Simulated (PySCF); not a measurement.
C₆H₁₆NSi, SMILES N(C(C)C)([SiH2])C(C)C, doublet, GFN2-xTB optimised geometry.

```
24

C     -1.81    -0.40    -0.02
C     -0.55    -0.86     0.71
C      0.26    -1.80    -0.19
N      0.23     0.29     1.14
Si     0.96     1.34     0.00
C      0.54     0.36     2.56
C      1.78    -0.47     2.91
C      0.73     1.81     3.01
H     -2.39     0.26     0.63
H     -2.42    -1.25    -0.30
H     -1.54     0.15    -0.91
H     -0.85    -1.42     1.60
H      1.17    -2.12     0.31
H     -0.32    -2.68    -0.44
H      0.54    -1.28    -1.11
H      0.39     2.68     0.00
H      2.42     1.34     0.00
H     -0.32    -0.05     3.11
H      1.63    -1.51     2.65
H      2.64    -0.10     2.36
H      1.99    -0.41     3.97
H      1.63     2.23     2.57
H      0.83     1.84     4.09
H     -0.13     2.41     2.72
```

Density from unrestricted CAM-B3LYP/def2-SVP in PySCF at that geometry.

Minimum of the electron density along straight lines between bonded atoms, close to the bond critical point (lines longer than 1.1 times the sum of covalent radii, or with two minima, are not listed):

```
bond     length / Å  ρ at the minimum / e bohr⁻³  ∇²ρ there / e bohr⁻⁵  position (fraction from the first atom)
-------  ----------  ---------------------------  --------------------  ---------------------------------------
C1–C2         1.529                        0.249                 -0.59                                     0.50
C2–C3         1.530                        0.249                 -0.59                                     0.50
C2–N4         1.452                        0.268                 -0.76                                     0.39
N4–Si5        1.716                        0.126                   ___                                     0.60
N4–C6         1.450                        0.269                 -0.76                                     0.61
C6–C7         1.533                        0.247                 -0.58                                     0.50
C6–C8         1.525                        0.250                 -0.60                                     0.50
C1–H9         1.087                        0.277                 -1.03                                     0.63
C1–H10        1.087                        0.277                 -1.02                                     0.63
C1–H11        1.088                        0.276                 -1.02                                     0.63
C2–H12        1.098                        0.279                 -1.03                                     0.63
C3–H13        1.087                        0.277                 -1.03                                     0.63
C3–H14        1.088                        0.276                 -1.02                                     0.63
C3–H15        1.088                        0.276                 -1.02                                     0.63
Si5–H16       1.460                        0.118                  0.33                                     0.49
Si5–H17       1.463                        0.117                  0.33                                     0.49
C6–H18        1.101                        0.278                 -1.02                                     0.63
C7–H19        1.088                        0.277                 -1.02                                     0.63
C7–H20        1.088                        0.277                 -1.02                                     0.63
C7–H21        1.088                        0.276                 -1.01                                     0.62
C8–H22        1.087                        0.277                 -1.01                                     0.62
C8–H23        1.088                        0.276                 -1.02                                     0.63
C8–H24        1.087                        0.278                 -1.04                                     0.63
```

### Question
Complete the blanks.

### Answer

- N4–Si5, ∇²ρ there / e bohr⁻⁵: 0.75
